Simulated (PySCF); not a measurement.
## Which determinant of MgAs lies lowest?

Unrestricted PBE0; basis Mg pcseg-1, As pcseg-1; no relativity; PySCF 2.14. Outer shells of the fragments: Mg 3s2; As 3d10 4s2 4p3.

Followed along the bond (rough minima from three points):

```json
{"2Ms+1": "4", "unpaired": "σ ↑, π ↑↑", "⟨S²⟩ at the start": "3.76", "R at minimum (Å)": "2.70", "Te (eV)": "0.00"}
{"2Ms+1": "2", "unpaired": "σ ↓, π ↑↑", "⟨S²⟩ at the start": "1.76", "R at minimum (Å)": "2.64", "Te (eV)": "0.21"}
{"2Ms+1": "2", "unpaired": "σ ↑, π ↑↓", "⟨S²⟩ at the start": "1.76", "R at minimum (Å)": "2.66", "Te (eV)": "0.46"}
{"2Ms+1": "2", "unpaired": "π ↑", "⟨S²⟩ at the start": "0.88", "R at minimum (Å)": "2.43", "Te (eV)": "0.58"}
{"2Ms+1": "2", "unpaired": "σ ↑", "⟨S²⟩ at the start": "0.75", "R at minimum (Å)": "2.64", "Te (eV)": "1.51"}
```

Solutions found at the starting distance of 2.530 Å, counted from the lowest of them; the search is not exhaustive and high or unbound solutions are not listed, so other states can lie among these:

```tsv
2Ms+1	unpaired	term	E (eV)	⟨S²⟩	⟨Lz²⟩	μ (D)
4	σ ↑, π ↑↑	⁴Σ⁻	0.00	3.76	0.00	-2.18
2	σ ↓, π ↑↑	mixed	0.19	1.76	0.00	-2.61
2	σ ↑, π ↑↓	mixed	0.44	1.76	2.01	-2.40
2	π ↑	²Π	0.56	0.88	1.01	-5.74
2	σ ↑	mixed	1.48	0.75	2.00	-2.32
4	σ ↑↑, π ↑	⁴Π	1.75	3.75	1.01	-3.74
```

A term symbol is given only where ⟨S²⟩ and ⟨Lz²⟩ are close to those of a pure state; real π, δ and φ orbitals otherwise mix terms. A positive dipole means Mg(−)As(+).

Spin–orbit coupling is left out.
